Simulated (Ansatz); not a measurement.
The same path of BF2H + BrH (6 atoms, charge 0, multiplicity 1) was run twice with different band settings. Lost on the way: B1–F2, Br5–H6. Made: B1–Br5, F2–H6.

Computed with RKS PBE/def2-SVP (Ansatz 0.2.0).

Relaxed end points:

```xyz
6
Properties=species:S:1:pos:R:3
B 0.013 -0.355 -0.082
F 0.059 -0.486 1.244
F 1.151 -0.455 -0.747
H -1.040 -0.185 -0.652
Br 0.051 2.967 1.131
H 0.034 1.796 1.963
```

```xyz
6
Properties=species:S:1:pos:R:3
B 0.013 0.439 -0.181
F 0.001 -0.148 1.768
F 1.156 -0.117 -0.553
H -1.057 -0.027 -0.496
Br 0.080 2.366 0.305
H 0.075 0.771 2.015
```

Common settings: movable images 5; climbing image yes; optimiser quadratic models (default); start path through a guess of the saddle point; force threshold 0.05 eV/Å; iteration limit 60; end points relaxed.

| run | spring |
| --- | --- |
| 1 | 5.0 eV/Å² |
| 2 | 50.0 eV/Å² |

What does each run give, and how far can it be trusted?

Run 1: converged after 26 iterations, highest image 0.906 eV above the first end. A vibrational analysis at the climbing image gives one clearly imaginary mode, 575i cm⁻¹: a first-order saddle point.
Run 2: converged after 18 iterations, highest image 0.906 eV above the first end. Another band between the same ends (5 images) ends at a top of the same energy, where a vibrational analysis finds 1 clearly imaginary mode.
The orbitals stay closed-shell, which can raise the energy where a bond breaks towards radicals; this wasn't checked here.
